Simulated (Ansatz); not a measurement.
One change: `[NH2][Zr]([F])([F])[F]` becomes `[NH2][Hf]([F])([F])[F]`.

Ansatz, PBE0-D4/def2-TZVP geometries, multiplicity 1. Each molecule was computed in one conformer, which needn't be the lowest.

Elements past krypton have def2 core potentials.

| property | `[NH2][Zr]([F])([F])[F]` |
| --- | --- |
| LUMO energy (B3LYP/def2-TZVPP) / eV | -1.30 |
| size of the dipole moment (ωB97M-V/def2-TZVPP) / D | 2.42 |
| LUMO energy (PBE/def2-TZVPP) / eV | -1.94 |
| HOMO–LUMO gap (PBE0/def2-TZVPP) / eV | 7.17 |
| size of the dipole moment (PBE/def2-TZVPP) / D | 2.43 |
| HOMO energy (B3LYP/def2-TZVPP) / eV | -7.94 |

(1) What does the change do to each property? (Estimate.)

Results:

(1) The calculation gave: 
```csv
property,`[NH2][Hf]([F])([F])[F]`,shift
LUMO energy (B3LYP/def2-TZVPP) / eV,-0.93,0.37
size of the dipole moment (ωB97M-V/def2-TZVPP) / D,2.35,-0.07
LUMO energy (PBE/def2-TZVPP) / eV,-1.40,0.54
HOMO–LUMO gap (PBE0/def2-TZVPP) / eV,7.55,0.38
size of the dipole moment (PBE/def2-TZVPP) / D,2.37,-0.06
HOMO energy (B3LYP/def2-TZVPP) / eV,-7.89,0.05
```

Dipoles are sizes alone; their direction can turn.

B3LYP here is the variant with VWN-RPA as its local correlation; programs differ in this.
